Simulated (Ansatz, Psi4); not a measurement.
## HBr (hydrogen bromide): a line through the functionals

HBr has 2 atoms, charge 0, and is taken as a singlet. As SMILES, `Br`. Geometry: relaxed at PBE0-D4/def2-TZVP.

The HOMO–LUMO gap y, in eV, basis cc-pVTZ; a is the functional's share of exact exchange. Programs: Ansatz 0.2.0, Psi4 1.11.

| functional | program | a | y (eV) |
| --- | --- | --- | --- |
| revPBE | Psi4 | 0 | 6.26 |
| TPSS | Psi4 | 0 | 6.56 |
| TPSSh | Psi4 | 0.1 | 7.45 |
| B3LYP | Psi4 | 0.2 | ? |
| r2SCAN0 | Ansatz | 0.25 | 9.07 |
| PBE0 | Psi4 | 0.25 | 8.54 |
| BHLYP | Psi4 | 0.5 | 10.55 |

**Question.** Fit y = c + s·a to the known rows and predict B3LYP.

**Answer.** 
1. Means of the 6 rows: a = 0.1833, y = 8.072.
2. Σ(Δa)² = 0.18333, Σ(Δa·Δy) = 1.5437, so the slope is 1.5437/0.18333 = 8.4203.
3. Intercept: 8.072 − (8.4203) × 0.1833 = 6.529. The largest residual of the fit is 0.44.
4. B3LYP: 6.529 + (8.4203) × 0.2 = 8.21 eV.

The run gave 7.93 eV, so the prediction is off by +0.28 eV, within the largest residual. Exact exchange lowers occupied levels and raises empty ones. The rows mix families of semi-local functionals, which the line can't see.
